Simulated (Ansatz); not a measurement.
System: B$_{2}$, charge 0, triplet. B2 (SMILES [B][B], triplet).
B3LYP-D3(BJ)/def2-TZVP minimum from Ansatz (a first-principles code):
```xyz
2

B      0.0000     0.0000    -0.7840
B      0.0000     0.0000     0.7840
```
Charge 0, spin multiplicity 3.

Total energies in hartree (Ansatz). UHF or UKS for unpaired electrons; spin-orbit terms are left out. Correlated methods leave the cores frozen. No relativity. Where a partner has so few electrons that a lower coupled-cluster level is exact, that level stands in. The UHF reference of B2 ([B][B], triplet) is spin-contaminated (<S^2> up to 0.91 over the pure value in the sets run).

```csv
species,HF/cc-pVTZ,CCSD(T)/cc-pVTZ,HF/cc-pVQZ,CCSD(T)/cc-pVQZ,CCSD(T)/cc-pV5Z,CCSDT(Q)/cc-pV5Z
"1: B2 (SMILES [B][B], triplet)",-49.15139,-49.29054,-49.15383,-49.29855,-49.30068,-49.30932
2: B (doublet),-24.53207,-24.59810,-24.53297,-24.60084,-24.60155,-24.60195
```

### Question
Work out the atomisation energy (electronic, to ground-state atoms) in kcal/mol: take Hartree-Fock from cc-pVQZ, extrapolate the CCSD(T) correlation energy as X^-3 (X = 3, 4), and add CCSDT(Q) - CCSD(T) in cc-pV5Z. 1 hartree = 627.51 kcal/mol.

### Answer

Species 1: correlation (64·(-0.14472) - 27·(-0.13915))/37 = -0.14878; step -0.00864; E1 = -49.15383 + (-0.14878) + (-0.00864) = -49.31125
Species 2: correlation (64·(-0.06787) - 27·(-0.06603))/37 = -0.06921; step -0.00040; E2 = -24.53297 + (-0.06921) + (-0.00040) = -24.60258
-1·E1 +2·E2 = 0.10609 hartree = 66.6 kcal/mol.
